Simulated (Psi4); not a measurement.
lithium hydride (HLi), singlet, at a GFN2-xTB geometry (such geometries of metal compounds can be far from the true shape), with bond 2-1 at 2.0 times its length. Base run: PBE/6-311G** in Psi4.

Psi4 was given this input:
```
memory 2 GB

molecule {
0 1
  Li   -0.00000000   -0.00000000   -0.34356182
  H     0.00000000    0.00000000    2.40493272
}

set basis 6-311g**

energy('pbe')
print_variables()
```

The base run was repeated with changes; each row names its change, and settings that it needs were set with it.

| change | ΔE vs base (mEh) | SCF cycles | grid points | basis functions | outcome |
|---|---|---|---|---|---|
| base | 0.000 | 11 | 44180 | 24 | converged |
| df_basis_scf = cc-pvqz-jkfit | - | - | - | 24 | input refused |
| dft_basis_tolerance = 1e-8 | 0.000 | 11 | 43606 | 24 | converged |
| e_convergence = 1e-8 | 0.000 | 11 | 44180 | 24 | converged |
| guess = sapgau | 0.000 | 8 | 44180 | 24 | converged |
| dft_radial_scheme = mura | 0.000 | 11 | 43796 | 24 | converged |
| diis_max_vecs = 3 | 0.000 | 11 | 44180 | 24 | converged |
| e_convergence = 1e-10 | 0.000 | 13 | 44180 | 24 | converged |
| scf_type = cd | 0.017 | 11 | 44180 | 24 | converged |
| damping_percentage = 50 | - | - | - | 24 | not converged |
| scf_type = dfdirj+link | 0.000 | 11 | 44180 | 24 | converged |
| d_convergence = 1e-8 | 0.000 | 13 | 44180 | 24 | converged |
| dft_nuclear_scheme = stratmann | 0.000 | 11 | 43059 | 24 | converged |

- df_basis_scf = cc-pvqz-jkfit: ended with `psi4.driver.qcdb.exceptions.BasisSetNotFound: BasisSet::construct: Unable to find a basis set for atom 1 for key JKFIT among:`
